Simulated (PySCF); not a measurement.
Compound: C5H9BO2.
Cartesian coordinates in Å at the PBE0-D3(BJ)/def2-SVP level; atoms count from 1:
```
atom  x, y, z in Å
C1    -1.298    1.120   -1.284
B2    -0.601    0.424   -0.068
C3    -1.362   -0.544    0.900
C4     0.939    0.731    0.155
C5     1.882   -0.155    0.972
O6     2.671   -0.428   -0.210
C7     1.881    0.361   -0.984
O8     1.984    0.584   -2.145
H9    -2.224    0.627   -1.614
H10   -0.621    1.272   -2.139
H11   -1.590    2.132   -0.939
H12   -0.982   -0.562    1.933
H13   -1.187   -1.560    0.491
H14   -2.453   -0.403    0.907
H15    1.024    1.812    0.373
H16    2.490    0.343    1.742
H17    1.452   -1.084    1.375
```

Linear response at CAM-B3LYP/def2-SVPD (PySCF, frozen core in the response, non-relativistic).

Static isotropic polarisability: 76.56 au (11.34 Å³), principal values 63.0, 81.4, 85.3 au.

(1) What is the polarisability at 1064 nm and at the sodium D line?

(2) What is the isotropic C6 coefficient between two such molecules, C6 = (3/π)∫α(iω)² dω?

(3) Which effective excitation energy ω̄ makes London's formula C6 = (3/4)α²ω̄ exact here?

(4) What does −C6/R⁶ come to at R = 10 Å between centres?

(5) What molar refraction at the D line follows from R = (4π/3)·N_A·α′, with α′ the polarisability volume?

(6) The lowest 6 singlets have (eV, f): 5.95, 0.008; 6.46, 0.005; 6.48, 0.001; 7.21, 0.007; 7.59, 0.008; 7.73, 0.048. What share of the static polarisability do they carry in the sum over states α = Σ f/ω²?

(7) What three-body coefficient follows from the one-pole estimate C9 = (3/4)·α·C6?

(8) What n − 1 at the D line would an ideal gas of it have at 273.15 K and 1 atm (2.6868 × 10¹⁹ cm⁻³), by n − 1 = 2π·N·α′?

## Answers

(1) 77.09 au at 1064 nm (+0.7 %), 78.36 au at 589.3 nm (+2.4 %). The rise at 589.3 nm is 3.34 times that at 1064 nm; a pure ω² law gives 3.26. The lowest singlet lies at 208 nm, shorter than both wavelengths.

(2) 2600 au (Eh·bohr⁶) by a ten-point quadrature over imaginary frequencies, which is 1550 eV·Å⁶ or 150 J·nm⁶/mol.

(3) ω̄ = 4·C6/(3α²) = 0.591 Eh = 16.1 eV. A one-pole form α(ω) = α/(1 − ω²/ω̄²) fitted to the 1064 nm value gives 13.9 eV.

(4) -150 J/mol. This is the leading, orientation-averaged term; C8 and higher terms are left out.

(5) α′ = 11.61 Å³ gives R = 29.29 cm³/mol, for isolated, non-vibrating species.

(6) 1.06 au, 1.4 % of α; the largest term, 0.60 au, is that of the state at 7.73 eV. Their oscillator strengths add up to 0.08. Higher states carry the rest.

(7) 149000 au. This is an estimate from the two numbers above, not a computed integral.

(8) 19.60 × 10⁻⁴, a formal value whether or not that pressure can be reached.

One conformer stands for the species.
